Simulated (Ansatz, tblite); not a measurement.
Removing an electron: the cluster SiS₃⁻ (the lowest doublet isomer of a short search). Total charge -1; doublet. Geometry: PBE-D4/def2-TZVPD. Ansatz, gas phase; energy differences of separate SCF runs; the oxidised species is a triplet (the singlet lies 0.22 eV higher at PBE0-D4/def2-TZVPD).

Cartesian coordinates in Å:
```
Si 0.0000 0.0000 0.0000
S 0.9783 -1.7647 -0.2527
S 0.6033 1.6522 -1.0203
S -1.5816 0.1124 1.2730
```

The xTB rows come from tblite. The structure comes from a short search, and lower isomers may exist.

| level | −HOMO (eV) | vertical IE (eV) | −LUMO (eV) | HOMO–LUMO gap (eV) |
| --- | --- | --- | --- | --- |
| GFN1-xTB | – | 8.34 | – | – |
| r2SCAN-D4/def2-TZVPD | 1.96 | 4.37 | 0.94 | 1.02 |

**Question.** Estimate the rows for GFN2-xTB, PBE0-D4/def2-TZVPD.

**Answer.** 
```tsv
level	−HOMO (eV)	vertical IE (eV)	−LUMO (eV)	HOMO–LUMO gap (eV)
GFN2-xTB	–	8.82	–	–
PBE0-D4/def2-TZVPD	2.62	4.36	0.44	2.18
```

Run but left out: PBE-D4/def2-TZVPD (neutral triplet: an occupied level 0.13 eV above an empty one).  HOMO and LUMO are the levels of the spin that leaves or enters (xTB has no such levels and no spin-polarisation term). Other spin states of the ions may lie lower, which would lower the ionisation energy or raise the affinity. Raw xTB energy differences between charge states are shifted by several eV; the methods need an empirical correction for them.
